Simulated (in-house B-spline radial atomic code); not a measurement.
Multiplet parameters of the 2p4 shell in Ne²⁺ ([He] 2s2 2p4). Level of theory: non-relativistic Hartree-Fock, average of configuration, point nucleus; calculated with an all-electron radial atomic-structure program (B-spline basis).

Slater integrals: F^2 = 114666 cm⁻¹. Central-field spin-orbit parameter ζ(2p) = 687.8 cm⁻¹ (bare central field on non-relativistic orbitals, without two-electron terms: too large for light atoms, too small for heavy ones).

With F₂ = F^2/25 = 4587 cm⁻¹:

**Question.** Where do the terms lie in LS coupling, without spin-orbit interaction?

**Answer.** In cm⁻¹ above the Hund's-rule term:
| term | expression | energy |
| --- | --- | --- |
| 3P | 0 F₂ | 0 |
| 1D | 6 F₂ | 27520 |
| 1S | 15 F₂ | 68800 |

**Question.** Is LS coupling a fair picture here?

**Answer.** Unscaled Hartree-Fock integrals overestimate measured term splittings, because correlation screens the repulsion; fits to spectra scale them down, most for low charges. Here ζ is 0.15 times F₂, so LS coupling is a fair start, though levels of equal J in close terms still mix.
